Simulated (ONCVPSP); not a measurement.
**What one change does to a pseudopotential (silicon (Si), ONCV)**

silicon (Si), optimised norm-conserving Vanderbilt (ONCV), made with ONCVPSP 4.0.1 (PBE, non-relativistic). Core [Ne], reference 3s2 3p2. Waves: 3s: rc 1.65 bohr, ncon 4, nbas 7, qcut 3.6 1/bohr, local; 3p: rc 1.80 bohr, ncon 3, nbas 6, qcut 4 1/bohr, 2 projectors, debl 3.9 Ha; d scattering state at 0.21 Ha: rc 1.65 bohr, ncon 3, nbas 7, qcut 5.4 1/bohr, 2 projectors, debl 0.8 Ha. Local part: the s channel. Core correction: none.

Change: core correction Teter function, fcfact 5.75, rcfact 1.3.

Cutoffs: the cutoffs (Ha) at which the residual kinetic energy of the hardest occupied pseudo-wave falls to 1 and 0.1 mHa per electron; they do not see the model core or the augmentation charge, which bear on the density cutoff. Errors are all-electron minus pseudo energies relative to the spin-unpolarised reference configuration.

What does the change do?

The potential gets neither clearly harder nor softer (8.4 Ha and 32 Ha → 8.4 Ha and 32 Ha); of the 4 tests that both files solve, the error grows in 2 and shrinks in 1 by more than 15 % and 0.3 meV (median size 3.0 → 11.1 meV); neither file shows a bound ghost. A model core, the more so a compact one, raises the density cutoff, which this test does not measure.

| quantity | base | changed |
| --- | --- | --- |
| cutoff, loose | 8.4 Ha | 8.4 Ha |
| cutoff, tight | 32 Ha | 32 Ha |
| bound ghosts | none | none |
| GHOST(+) flags under 300 eV | none | none |
| error for 3s2 3p1, meV [ΔE 7.75 eV] | -0.5 | +2.5 |
| error for 3s2 3p0, meV [ΔE 23.76 eV] | +0.6 | +20 |
| error for 3s1 3p0, meV [ΔE 57.66 eV] | +75 | +85 |
| error for 3s1 3p2, meV [ΔE 15.12 eV] | +5.4 | +2.1 |
| s: phases at 1.67 bohr within 0.05 rad from the reference energy up to (Ha; the scan ends near 5) | 2.4 | 2.4 |
| p: phases at 1.83 bohr within 0.05 rad from the reference energy up to (Ha; the scan ends near 5) | 4.7 | 4.7 |
| d: phases at 1.67 bohr within 0.05 rad from the reference energy up to (Ha; the scan ends near 5) | 4.6 | 4.6 |
